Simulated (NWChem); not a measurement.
# Ionisation of CH3BO

SMILES: B.[C-]#[O+]
```xyz
6

B      1.2813     0.3800     0.0000
H      1.7441    -0.0986     1.0226
H      1.7441    -0.0986    -1.0226
H      1.2403     1.5995     0.0000
O     -1.2605    -0.3738     0.0000
C     -0.1752    -0.0520     0.0000
```
Charge 0, spin multiplicity 1.

All runs are NWChem calculations. Structure: optimised with PBE0/def2-SVP, a minimum by its harmonic frequencies.

Basis set: def2-TZVP. −ε marks an orbital energy of the parent.

B3LYP has NWChem's definition, with VWN1-RPA local correlation. The structure started from a generated list of species.

### Question
For the first vertical ionisation energy, −ε(HOMO) of HF gives 12.80 eV and −ε(HOMO) of B3LYP gives 9.36 eV. What do −ε(HOMO) of LDA (SVWN5), −ε(HOMO) of PBE, G0W0@HF give?

### Answer
−ε(HOMO) of LDA (SVWN5): 8.35 eV; −ε(HOMO) of PBE: 8.26 eV; G0W0@HF: 12.60 eV.
